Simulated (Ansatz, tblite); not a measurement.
Removing and adding an electron: `c1sc(-c2scc3c2OCCO3)c2c1OCCO2`. Charge 0, multiplicity 1. Geometry: PBE-D4/def2-SVP. Ansatz, gas phase; energy differences of separate SCF runs; the oxidised species was run as a doublet alone; the reduced species was run as a doublet alone.

```xyz
28

C     0.326   -2.656   -2.745
S     1.424   -1.316   -2.797
C     0.922   -0.731   -1.219
C     1.503    0.455   -0.637
S     3.222    0.789   -0.761
C     3.088    2.269    0.130
C     1.784    2.493    0.528
C     0.878    1.467    0.087
O    -0.464    1.524    0.325
C    -0.778    2.425    1.387
C    -0.049    3.751    1.208
O     1.369    3.574    1.253
C    -0.071   -1.559   -0.704
C    -0.413   -2.648   -1.578
O    -1.366   -3.574   -1.257
C    -1.702   -3.552    0.133
C    -1.868   -2.125    0.639
O    -0.644   -1.398    0.524
H     0.276   -3.386   -3.560
H     3.960    2.906    0.316
H    -0.501    1.969    2.366
H    -1.875    2.576    1.362
H    -0.306    4.454    2.025
H    -0.345    4.212    0.237
H    -0.911   -4.069    0.724
H    -2.648   -4.119    0.238
H    -2.141   -2.120    1.712
H    -2.671   -1.609    0.063
```

The xTB rows come from tblite. B3LYP takes the VWN-RPA correlation. Single mean-field runs in def2-TZVP are fitted with def2-universal-jkfit.

| level | −HOMO (eV) | vertical IE (eV) | −LUMO (eV) | vertical EA (eV) | HOMO–LUMO gap (eV) | IE − EA (eV) | remarks |
| --- | --- | --- | --- | --- | --- | --- | --- |
| GFN1-xTB | 10.33 | 12.66 | 7.58 | 5.23 | 2.75 | 7.43 | – |
| GFN2-xTB | 9.83 | 12.04 | 7.20 | 4.98 | 2.63 | 7.06 | – |
| PBE-D4/def2-TZVP | 4.56 | 6.69 | 1.63 | -0.37 | 2.93 | 7.06 | HOMO above zero (-1 doublet) |
| B3LYP-D4/def2-TZVP | 5.32 | 6.92 | 1.10 | -0.35 | 4.22 | 7.27 | HOMO above zero (-1 doublet) |
| PBE0-D4/def2-TZVP | 5.52 | 6.93 | 0.94 | -0.39 | 4.58 | 7.32 | HOMO above zero (-1 doublet) |

Relaxing the oxidised species (PBE-D4/def2-SVP) changes its energy by -0.25 eV at PBE-D4/def2-TZVP, so the adiabatic ionisation energy to this nearest minimum is 6.44 eV. At PBE0-D4/def2-TZVP it is 6.65 eV.     A HOMO above zero means that the electron is unbound at that level or that self-interaction error raises the level; the energy of removing that electron tells which. Raw xTB energy differences between charge states are shifted by several eV; the methods need an empirical correction for them. Sets without diffuse functions give affinities that are too small. A negative affinity means that the extra electron isn't bound; its size then hangs on the basis.
